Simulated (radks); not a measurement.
Question: Os53+, configuration [Ar] 3d5. Calculated with a radial shooting solver on a logarithmic mesh with Libxc functionals: scalar-relativistic Kohn-Sham, PBE, spin-polarised, spherical densities, finite nucleus; open shells are filled with parallel spins first (spin-orbit coupling, left out, can overturn this in heavy ions); Fermi nuclear charge, rms radius 5.4126 fm. Some entries of the table are withheld. Estimate them.

orbital  occ.  eigenvalue (hartree)  <r^2> (bohr^2)
1s up       1             -2839.142       0.0004335
1s down     1             -2839.131       0.0004334
2s up       1             -595.5753        0.006576
2s down     1             -594.6381        0.006563
2p up       3                   (1)        0.005462
2p down     3                   (2)        0.005446
3s up       1             -220.7645             (3)
3s down     1             -219.7065             (4)
3p up       3             -202.8696         0.03911
3p down     3             -201.7992         0.03931
3d up       5             -185.2824         0.03113
3d down     0             -183.9233         0.03135

Answer: 
(1) 2p up eigenvalue (hartree): -535.0275
(2) 2p down eigenvalue (hartree): -534.2802
(3) 3s up <r^2> (bohr^2): 0.03925
(4) 3s down <r^2> (bohr^2): 0.03941
